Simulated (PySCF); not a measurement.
## Potential energy of Pb₂ along the bond

Set-up: Pb cc-pVTZ-PP with ECP60; scalar-relativistic core potentials (PySCF 2.14). Energies in eV from Pb + Pb in their ground configurations at the same level. State: ³Σg⁻ (triplet), unpaired electrons π ↑↑.

All columns are PBE0.

```csv
R (Å),E (eV),HOMO (eV),LUMO (eV),Mayer bond order,⟨S²⟩
2.478,-1.220,-4.72,-3.36,1.96,2.00
2.593,-1.750,-4.76,-3.21,1.96,2.00
2.708,-2.038,-4.79,-3.08,1.96,2.00
2.795,-2.138,-4.79,-3.00,1.96,2.00
2.881,-2.166,-4.78,-2.92,1.96,2.00
2.967,-2.138,-4.77,-2.85,1.97,2.00
3.083,-2.037,-4.74,-2.77,1.97,2.00
3.227,-1.843,-4.69,-2.69,1.98,2.00
3.400,-1.553,-4.62,-2.71,1.98,2.00
3.630,-1.127,-4.51,-2.88,1.99,2.00
```

Spin–orbit coupling is left out, which matters for elements this heavy, above all for dissociation energies. The state is the lowest determinant that a PBE0 search found; another state may lie lower at other levels.
